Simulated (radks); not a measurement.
Problem. The table gives one normalised radial function P(r) = r R(r) (large component) of Ta54+ in [Ar] 3d1 (r in bohr). Method: Dirac Kohn-Sham, PBE, spin-unpolarised, spherical densities, finite nucleus; open shells fill j = l - 1/2 first; Fermi nuclear charge, rms radius 5.3507 fm; computed with a radial shooting solver on a logarithmic mesh with Libxc functionals.

r	P
0.0006898	0.0416
0.0008561	0.0521
0.001063	0.0655
0.001319	0.0830
0.001637	0.1057
0.002031	0.1358
0.002521	0.1756
0.003129	0.2288
0.003883	0.2998
0.004819	0.3947
0.005981	0.5209
0.007483	0.6947
0.009287	0.9139
0.01153	1.1935
0.01431	1.5401
0.01775	1.9529
0.02204	2.4175
0.02735	2.8989
0.03394	3.3363
0.04212	3.6445
0.05228	3.7281
0.06489	3.5136
0.08053	2.9908
0.09995	2.2441
0.124	1.4412
0.154	0.7641
0.1911	0.3195
0.2371	0.0995
0.2943	0.0215
0.3653	0.0030
0.4533	0.0002
0.5626	0.0000

Which n and l does it have? It may be an empty orbital.

Solution. n = 2, l = 1: the number of nodes gives n - l - 1 = 0, the rise at small r points to l (for j = l - 1/2 the large component starts outside the nucleus as r^gamma with gamma = sqrt(l^2 - (Z/c)^2) = 0.85 and the r^(l+1) term takes over further out; the orbital of l - 1 with the same j starts with the same power, but with a larger coefficient, and does not steepen), and the extent must fit the shell. The curve is that of 2p1/2; the two j differ most near the nucleus, where j = l - 1/2 has the larger amplitude, and in heavy atoms j = l - 1/2 is also the more compact. 2p1/2: eigenvalue -14771.8 eV, 0 radial nodes, <r> = 0.0643 bohr, 90 % of the charge inside 0.107 bohr.
